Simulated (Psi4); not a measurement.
C$_{4}$H$_{5}$ (SMILES [C]1=CCC1), doublet (typed; the unrestricted solution is spin-contaminated), geometry from GFN2-xTB, with bond 7-3 at 2.2 times its length; HF/def2-SV(P) (Psi4).

Input for Psi4:
```
memory 2 GB

molecule {
0 2
C    -0.02205061   -0.68473402    0.84115130
C    -0.00826608    0.63490979    0.88350398
C     0.00201276   -0.84177276   -0.65304234
C     0.01874293    0.70825289   -0.63453241
H    -0.01290424    1.39550575    1.63691836
H    -0.88690102   -1.29361008   -1.08611356
H     1.96700289   -1.87893992   -1.53812698
H     0.92842902    1.14581919   -1.04347686
H    -0.86644785    1.16556213   -1.07445758
}

set {
  basis def2-sv(p)
  reference uhf
  stability_analysis check
  scf_type pk
}

energy('scf')
print_variables()
```

What the program printed (banner, timings and long lists left out):

```
   => Loading Basis Set <=

    Name: DEF2-SV(P)
    Role: ORBITAL
    Keyword: BASIS

         ---------------------------------------------------------
                                   SCF
               by Justin Turney, Rob Parrish, Andy Simmonett
                          and Daniel G. A. Smith
                              UHF Reference
         ---------------------------------------------------------

  ==> Geometry <==

    Molecular point group: c1
    Full point group: C1

    Geometry (in Angstrom), charge = 0, multiplicity = 2:

       Center              X                  Y                   Z               Mass
    ------------   -----------------  -----------------  -----------------  -----------------
         C           -0.041343587729    -0.653405997146     0.801267327547    12.000000000000
         C           -0.027559057729     0.666237812854     0.843620007547    12.000000000000
         C           -0.017280217729    -0.810444737146    -0.692926312453    12.000000000000
         C           -0.000550047729     0.739580912854    -0.674416382453    12.000000000000
         H           -0.032197217729     1.426833772854     1.597034387547     1.007825032230
         H           -0.906193997729    -1.262282057146    -1.125997532453     1.007825032230
         H            1.947709912271    -1.847611897146    -1.578010952453     1.007825032230
         H            0.909136042271     1.177147212854    -1.083360832453     1.007825032230
         H           -0.885740827729     1.196890152854    -1.114341552453     1.007825032230

  Running in c1 symmetry.

  Rotational constants: A =      0.46558  B =      0.35749  C =      0.23598 [cm^-1]
  Rotational constants: A =  13957.84997  B =  10717.34758  C =   7074.61987 [MHz]
  Nuclear repulsion =  103.472629648224185

  Charge       = 0
  Multiplicity = 2
  Electrons    = 29
  Nalpha       = 15
  Nbeta        = 14

  ==> Algorithm <==

  SCF Algorithm Type is PK.
  DIIS enabled.
  MOM disabled.
  Fractional occupation disabled.
  Guess Type is SAD.
  Energy threshold   = 1.00e-06
  Density threshold  = 1.00e-06
  Integral threshold = 1.00e-12

  ==> Primary Basis <==

  Basis Set: DEF2-SV(P)
    Blend: DEF2-SV(P)
    Number of shells: 34
    Number of basis functions: 66
    Number of Cartesian functions: 70
    Spherical Harmonics?: true
    Max angular momentum: 2

  ==> Integral Setup <==

  Using in-core PK algorithm.
   Calculation information:
      Number of atoms:                   9
      Number of AO shells:              34
      Number of primitives:             68
      Number of atomic orbitals:        70
      Number of basis functions:        66

      Integral cutoff                 1.00e-12
      Number of threads:                 1

  Performing in-core PK
  Using 4890732 doubles for integral storage.
  We computed 175670 shell quartets total.
  Whereas there are 177310 unique shell quartets.

  ==> DiskJK: Disk-Based J/K Matrices <==

    J tasked:                  Yes
    K tasked:                  Yes
    wK tasked:                  No
    Schwarz Cutoff:          1E-12

  Minimum eigenvalue in the overlap matrix is 7.1026428687E-04.
  Reciprocal condition number of the overlap matrix is 1.1590590550E-04.
    Using symmetric orthogonalization.

  ==> Pre-Iterations <==

  SCF Guess: Superposition of Atomic Densities via on-the-fly atomic UHF (no occupation information).

   -------------------------
    Irrep   Nso     Nmo
   -------------------------
     A         66      66
   -------------------------
    Total      66      66
   -------------------------

  ==> Iterations <==

                        Total Energy        Delta E     RMS |[F,P]|

   @UHF iter SAD:  -153.34537209066221   -1.53345e+02   0.00000e+00
   @UHF iter   1:  -153.73732279636704   -3.91951e-01   6.31884e-03 DIIS/ADIIS
   @UHF iter   2:  -153.84706174922906   -1.09739e-01   5.07777e-03 DIIS/ADIIS
   @UHF iter   3:  -153.91560735292853   -6.85456e-02   8.63324e-04 DIIS/ADIIS
   @UHF iter   4:  -153.92114771630284   -5.54036e-03   3.87368e-04 DIIS/ADIIS
   @UHF iter   5:  -153.92212363446467   -9.75918e-04   2.21268e-04 DIIS/ADIIS
   @UHF iter   6:  -153.92281488585499   -6.91251e-04   1.72053e-04 DIIS/ADIIS
   @UHF iter   7:  -153.92334962240409   -5.34737e-04   1.51559e-04 DIIS/ADIIS
   @UHF iter   8:  -153.92388799886760   -5.38376e-04   1.35633e-04 DIIS/ADIIS
   @UHF iter   9:  -153.92494341221931   -1.05541e-03   9.09308e-05 DIIS
   @UHF iter  10:  -153.92546048151297   -5.17069e-04   3.38690e-05 DIIS
   @UHF iter  11:  -153.92545705700627    3.42451e-06   3.35755e-05 DIIS
   @UHF iter  12:  -153.92547324377833   -1.61868e-05   3.45839e-05 DIIS
   @UHF iter  13:  -153.92546100570974    1.22381e-05   1.62664e-05 DIIS
   @UHF iter  14:  -153.92545864144444    2.36427e-06   6.20891e-06 DIIS
   @UHF iter  15:  -153.92545931910109   -6.77657e-07   2.17433e-06 DIIS
   @UHF iter  16:  -153.92545936561515   -4.65141e-08   8.04215e-07 DIIS
  Energy and wave function converged.

    Negative totally symmetric eigenvalue detected: -0.186815
    Wavefunction unstable!
    Lowest UHF->UHF stability eigenvalues:
       A -0.186815

    Stability analysis over.

  ==> Post-Iterations <==

   @Spin Contamination Metric:   1.806626090E-01
   @S^2 Expected:                7.500000000E-01
   @S^2 Observed:                9.306626090E-01
   @S   Expected:                5.000000000E-01
   @S   Observed:                5.000000000E-01

    Orbital Energies [Eh]
    ---------------------

    Alpha Occupied:

[...]
    Alpha Virtual:

[...]
    Beta Occupied:

[...]
    Beta Virtual:

[...]
      66A      3.235897

    Final Occupation by Irrep:
              A
    DOCC [    14 ]
    SOCC [     1 ]
    NA   [    15 ]
    NB   [    14 ]

  @UHF Final Energy:  -153.92545936561515

   => Energetics <=

    Nuclear Repulsion Energy =            103.4726296482241850
    One-Electron Energy =                -410.5664812676657220
    Two-Electron Energy =                 153.1683922538263687
    Total Energy =                       -153.9254593656151542

  UHF NO Occupations:
  HONO-2 :   13  A 1.9974270
  HONO-1 :   14  A 1.9117194
  HONO-0 :   15  A 1.0000000
  LUNO+0 :   16  A 0.0882806
  LUNO+1 :   17  A 0.0025730
  LUNO+2 :   18  A 0.0015525
  LUNO+3 :   19  A 0.0010123

Computation Completed

Properties will be evaluated at   0.000000,   0.000000,   0.000000 [a0]

Properties computed using the SCF density matrix

 Multipole Moments:

 ------------------------------------------------------------------------------------
     Multipole            Electronic (a.u.)      Nuclear  (a.u.)        Total (a.u.)
 ------------------------------------------------------------------------------------

 L = 1.  Multiply by 2.5417464519 to convert [e a0] to [Debye]
 Dipole X            :         -1.7415968            0.9681378           -0.7734590
 Dipole Y            :          0.2677100            0.6477700            0.9154800
 Dipole Z            :          3.3374780           -3.0980333            0.2394447
 Magnitude           :                                                    1.2221605

 ------------------------------------------------------------------------------------

  Variable Map:
  ----------------------------------------------------------------------------
[...]
  Array Variable Map:
  ----------------------------------------------------------------------------
[...]
[...]
```
